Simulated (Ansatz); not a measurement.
System: InH3 (charge 0, singlet). 
Coordinates optimised at B3LYP-D3(BJ)/def2-TZVP (Ansatz, a program for electronic structure):
```xyz
4

In     0.0000     0.0000     0.0000
H      0.7249    -0.4887     1.4935
H     -0.3815     1.6659    -0.2723
H     -0.3434    -1.1771    -1.2211
```

Property: atomisation energy (electronic, to ground-state atoms), in kcal/mol. Valence correlation only, unless marked. Open shells are spin-unrestricted. No spin-orbit coupling. Frozen are the shells of the preceding noble gas and the d and f shells that filled before the atom's block. Past Kr the def2 sets carry scalar-relativistic core potentials. The coupled-cluster limit lacks core correlation, which all-electron functionals hold. CBS(X,Y): correlation extrapolated as X^-3; Hartree-Fock from the larger set.

| level | program | atomisation energy (kcal/mol) |
|---|---|---|
| HF/def2-SVPD | Ansatz | 126.3 |
| B3LYP-D3(BJ)/def2-TZVPD | Ansatz + dftd3 | 172.6 |
| RI-MP2/def2-TZVPPD | Ansatz | 164.3 |
| SCS-MP2/def2-SVP | Ansatz | 158.9 |

**Question.** What does CCSD(T)/CBS(def2-TZVPPD,def2-QZVPPD) (Ansatz) give?

**Answer.** 174.5 kcal/mol, so SCS-MP2/def2-SVP differs from it by -15.6 kcal/mol.
